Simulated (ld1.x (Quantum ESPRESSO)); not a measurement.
# Pseudopotential generation for Al: RRKJ, PW91, scalar-relativistic.

```
Element                 : aluminium (Al)
Generator               : ld1.x (Quantum ESPRESSO) 7.5
Type                    : norm-conserving RRKJ (Kleinman–Bylander form)
Functional              : PW91
Relativity              : scalar-relativistic
Frozen core             : [Ne]
Valence charge          : 3
Reference configuration : 3s1.5 3p1.5
Partial waves           : 3p (bound): rc 1.95 bohr; 3s (bound): rc 1.70 bohr
Local potential         : the s channel
Core correction         : none
```

All-electron outer shells of the reference configuration (PW91, scalar-relativistic, ld1.x):

| shell | level (eV) | outermost node (bohr) | outermost maximum (bohr) |
| --- | --- | --- | --- |
| 2s | -109.15 | 0.16 | 0.50 |
| 2p | -70.72 | – | 0.43 |
| 3s | -8.22 | 0.80 | 2.06 |
| 3p | -3.07 | 0.81 | 2.61 |

Results:

| Property | Result |
| --- | --- |
| Cutoffs needed | 10 Ry and 30 Ry (the cutoffs (Ry, on a coarse ladder) from which the occupation-weighted sum of valence levels, in a spherical-Bessel basis at the reference potential, stays within 10 and 1 mRy of its value at 400 Ry) |
| Ghost test | no extra level below or beside the all-electron valence levels (p, s, d, f tested) (spherical-Bessel basis up to 400 Ry, 20 bohr box) |
| Largest excitation error | +14 meV (all-electron minus pseudo) for 3s1 3p0, out of 7 test configurations |

Generation and tests took about 4.5 s on one core of a shared server CPU.
